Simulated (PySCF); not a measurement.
**How methods differ on the ionisation energy of Ti²⁺**

Ti²⁺ [Ar] 3d2 (3F) → Ti³⁺ [Ar] 3d1 (2D), as a difference of total energies. Calculation: PySCF 2.14, in cc-pVDZ (6s5p3d1f, 43 functions); the non-relativistic Hamiltonian (point nucleus). Correlated levels: valence: [Ar] frozen. The calculations carry no spin-orbit coupling.

```
           method  ionisation energy (eV)  difference from reference (eV)
              UHF                  27.129                          -0.363
              PBE                  28.601                          +1.109
             MN15                  28.088                          +0.596
    MP2 (valence)                  27.202                          -0.290
SCS-MP2 (valence)                  27.153                          -0.339
```

Reference: 27.492 eV (measured; NIST Atomic Spectra Database, ionization energies).

These non-relativistic numbers lack the scalar-relativistic shift.

The reference lies between the lowest fine-structure levels, while these numbers refer to the centres of the terms.

Errors of the correlated levels include the incompleteness of this basis and the frozen core.
